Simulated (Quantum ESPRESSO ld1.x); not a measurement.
Task: All-electron atom: Ho4+ in [Xe] 4f9. Method: Dirac Kohn-Sham, LDA (Slater exchange, Perdew-Zunger correlation), spin-unpolarised, spherical densities, point nucleus; open shells fill j = l - 1/2 first; computed with ld1.x of Quantum ESPRESSO 7.5. Some entries of the table are withheld. Estimate them.

| orbital | occ. | eigenvalue (eV) | <r> (bohr) |
|---|---|---|---|
| 1s1/2 | 2 | -55439.9 | 0.02075 |
| 2s1/2 | 2 | -9314.86 | (1) |
| 2p1/2 | 2 | -8870.85 | 0.07293 |
| 2p3/2 | 4 | -8014.97 | 0.08010 |
| 3s1/2 | 2 | (2) | 0.2297 |
| 3p1/2 | 2 | (3) | 0.2193 |
| 3p3/2 | 4 | (4) | 0.2329 |
| 3d3/2 | 4 | -1415.82 | 0.2055 |
| 3d5/2 | 6 | -1376.77 | 0.2097 |
| 4s1/2 | 2 | -463.142 | (5) |
| 4p1/2 | 2 | -385.837 | 0.5271 |
| 4p3/2 | 4 | -345.276 | 0.5580 |
| 4d3/2 | 4 | -217.665 | 0.5860 |
| 4d5/2 | 6 | -210.250 | 0.5968 |
| 5s1/2 | 2 | -97.3518 | 1.224 |
| 5p1/2 | 2 | -74.9384 | 1.346 |
| 5p3/2 | 4 | -68.8296 | 1.429 |
| 4f5/2 | 6 | (6) | 0.7398 |
| 4f7/2 | 3 | (7) | 0.7492 |

Result: 
(1) 2s1/2 <r> (bohr): 0.08759
(2) 3s1/2 eigenvalue (eV): -2123.73
(3) 3p1/2 eigenvalue (eV): -1929.15
(4) 3p3/2 eigenvalue (eV): -1750.50
(5) 4s1/2 <r> (bohr): 0.5179
(6) 4f5/2 eigenvalue (eV): -56.4070
(7) 4f7/2 eigenvalue (eV): -55.2872
